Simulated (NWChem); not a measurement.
Everything below was run with NWChem. System: BCl, charge 0, spin multiplicity 1, at a geometry optimised with B3LYP/def2-SVP. The structure started from a generated list of species. Level: LDA (SVWN5)/def2-TZVP.

The NWChem input:

```
start mol
memory heap 200 mb stack 900 mb global 1100 mb
geometry units angstroms nocenter noautoz
  B      0.000000     0.000000    -1.331139
  Cl     0.000000     0.000000     0.391511
  symmetry group C2v
end
basis spherical
  * library def2-tzvp
end
dft
  xc slater vwn_5
  semidirect memsize 60000000 filesize 0
  iterations 100
end
task dft energy
```

NWChem printed:

```
             Northwest Computational Chemistry Package (NWChem) 7.3.0
             --------------------------------------------------------

                                NWChem Input Module
                                -------------------

 Scaling coordinates for geometry "geometry" by  1.889725989
 (inverse scale =  0.529177249)

 Turning off AUTOSYM since
 SYMMETRY directive was detected!

                             Geometry "geometry" -> ""
                             -------------------------

 Output coordinates in angstroms (scale by  1.889725989 to convert to a.u.)

  No.       Tag          Charge          X              Y              Z
 ---- ---------------- ---------- -------------- -------------- --------------
    1 B                    5.0000     0.00000000     0.00000000    -1.33113900
    2 Cl                  17.0000     0.00000000     0.00000000     0.39151100

 Effective nuclear repulsion energy (a.u.)      26.1109721446

            Nuclear Dipole moment (a.u.)
            ----------------------------
        X                 Y               Z
 ---------------- ---------------- ----------------
     0.0000000000     0.0000000000    -0.0000151178

      Symmetry information
      --------------------

 Group name             C2v
 Group number             16
 Group order               4
 No. of unique centers     2

      Symmetry unique atoms

     1    2


 Summary of "ao basis" -> "" (spherical)
 ------------------------------------------------------------------------------
       Tag                 Description            Shells   Functions and Types
 ---------------- ------------------------------  ------  ---------------------
 *                         def2-tzvp                  on all atoms

                                 NWChem DFT Module
                                 -----------------

 Summary of "ao basis" -> "ao basis" (spherical)
 ------------------------------------------------------------------------------
       Tag                 Description            Shells   Functions and Types
 ---------------- ------------------------------  ------  ---------------------
[...]
              MO Center= -5.6D-15,  1.2D-15, -1.5D+00, r^2= 1.9D+00
   Bfn.  Coefficient  Atom+Function         Bfn.  Coefficient  Atom+Function
  ----- ------------  ---------------      ----- ------------  ---------------
     4      0.519439  1 B  s                  3      0.296246  1 B  s
     5      0.270288  1 B  s                  8     -0.248813  1 B  pz
    48      0.239826  2 Cl pz                51      0.195449  2 Cl pz
     2     -0.170148  1 B  s                 36     -0.127453  2 Cl s
    11     -0.119794  1 B  pz                45      0.117198  2 Cl pz

 Vector   12  Occ=0.000000D+00  E=-1.151898D-01  Symmetry=b2
              MO Center= -7.2D-30, -1.6D-15, -1.0D+00, r^2= 2.2D+00
   Bfn.  Coefficient  Atom+Function         Bfn.  Coefficient  Atom+Function
  ----- ------------  ---------------      ----- ------------  ---------------
    10      0.450316  1 B  py                 7      0.437905  1 B  py
    13      0.317588  1 B  py                50     -0.292078  2 Cl py
    47     -0.211522  2 Cl py                44     -0.116347  2 Cl py
    38      0.084667  2 Cl py                58     -0.079725  2 Cl d -1
    53     -0.063234  2 Cl d -1              21      0.047533  1 B  d -1

 Vector   13  Occ=0.000000D+00  E=-1.151898D-01  Symmetry=b1
              MO Center=  5.7D-15,  2.0D-29, -1.0D+00, r^2= 2.2D+00
   Bfn.  Coefficient  Atom+Function         Bfn.  Coefficient  Atom+Function
  ----- ------------  ---------------      ----- ------------  ---------------
     9      0.450316  1 B  px                 6      0.437905  1 B  px
    12      0.317588  1 B  px                49     -0.292078  2 Cl px
    46     -0.211522  2 Cl px                43     -0.116347  2 Cl px
    37      0.084667  2 Cl px                60      0.079725  2 Cl d  1
    55      0.063234  2 Cl d  1              23     -0.047533  1 B  d  1

 Vector   14  Occ=0.000000D+00  E= 3.612835D-02  Symmetry=a1
              MO Center=  2.2D-30,  1.3D-31, -2.9D-01, r^2= 5.4D+00
   Bfn.  Coefficient  Atom+Function         Bfn.  Coefficient  Atom+Function
  ----- ------------  ---------------      ----- ------------  ---------------
    36      1.429885  2 Cl s                 14     -0.989868  1 B  pz
     5     -0.881922  1 B  s                 51     -0.836626  2 Cl pz
    11     -0.623034  1 B  pz                 4     -0.500051  1 B  s
     8     -0.246835  1 B  pz                35      0.233450  2 Cl s
    34     -0.211563  2 Cl s                 48     -0.184549  2 Cl pz

 center of mass
 --------------
 x =   0.00000000 y =   0.00000000 z =  -0.03963045

 moments of inertia (a.u.)
 ------------------
          88.732278200881           0.000000000000           0.000000000000
           0.000000000000          88.732278200881           0.000000000000
           0.000000000000           0.000000000000           0.000000000000

     Multipole analysis of the density
     ---------------------------------

     L   x y z        total         alpha         beta         nuclear
     -   - - -        -----         -----         ----         -------
     0   0 0 0     -0.000000    -11.000000    -11.000000     22.000000

     1   1 0 0     -0.000000     -0.000000     -0.000000      0.000000
     1   0 1 0     -0.000000     -0.000000     -0.000000      0.000000
     1   0 0 1      0.683443      0.341729      0.341729     -0.000015

     2   2 0 0    -13.860762     -6.930381     -6.930381      0.000000
     2   1 1 0      0.000000      0.000000      0.000000      0.000000
     2   1 0 1      0.000000      0.000000      0.000000      0.000000
     2   0 2 0    -13.860762     -6.930381     -6.930381      0.000000
     2   0 1 1      0.000000      0.000000      0.000000      0.000000
     2   0 0 2    -17.021830    -28.982809    -28.982809     40.943787

 Task  times  cpu:        1.1s     wall:        1.1s

 Total times  cpu:        1.1s     wall:        1.1s
```
